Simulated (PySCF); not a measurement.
C2H4BFO2, SMILES C1B(F)OCO1. Geometry optimised at PBE0-D3(BJ)/def2-SVP. This is a generated structure with no PubChem entry under its InChIKey; it may be hypothetical. One conformer was computed; it need not be the lowest.

Task: Give the equilibrium geometry at PBE0-D3(BJ)/def2-SVP (PySCF confirms it by a frequency run) as a Z-matrix. (Estimate from the structure and the level; the computed values follow.)

Result: Several could match; the one computed here: 
```
C
H 1 1.1008
H 1 1.1099 2 107.13
O 1 1.4229 2 109.26 3 -121.37
C 4 1.3906 1 108.46 2 -144.21
H 5 1.1012 4 109.21 1 146.13
H 5 1.1096 6 109.41 4 -122.90
O 5 1.4161 6 109.74 7 -118.10
B 8 1.3503 5 107.86 6 -137.27
F 9 1.3186 8 121.97 5 -176.24
```
Charge 0, spin multiplicity 1.
